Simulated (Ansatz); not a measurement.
Species: C$_{2}$H$_{4}$ClNSi, SMILES `N#CC[SiH2]Cl` (charge 0, multiplicity 1).

### Question
Give a relaxed geometry from PBE0-D4/def2-TZVP run with Ansatz (a first-principles code).

### Answer
Several could match; the one computed here: the end point of this relaxation, one of several conformers (outside a Z-matrix the atoms follow the SMILES, hydrogens last).
Bonded distances (Å): N1–C2 1.151, C2–C3 1.444, C3–Si4 1.891, C3–H6 1.093, C3–H7 1.093, Si4–Cl5 2.050, Si4–H8 1.478, Si4–H9 1.478. Bond angles (°): N1–C2–C3 177.2, C2–C3–Si4 110.2, C2–C3–H6 110.1, C2–C3–H7 110.1, Si4–C3–H6 109.2, Si4–C3–H7 109.2, H6–C3–H7 107.9, C3–Si4–Cl5 107.3, C3–Si4–H8 109.9, C3–Si4–H9 109.9, Cl5–Si4–H8 109.0, Cl5–Si4–H9 109.0, H8–Si4–H9 111.7.
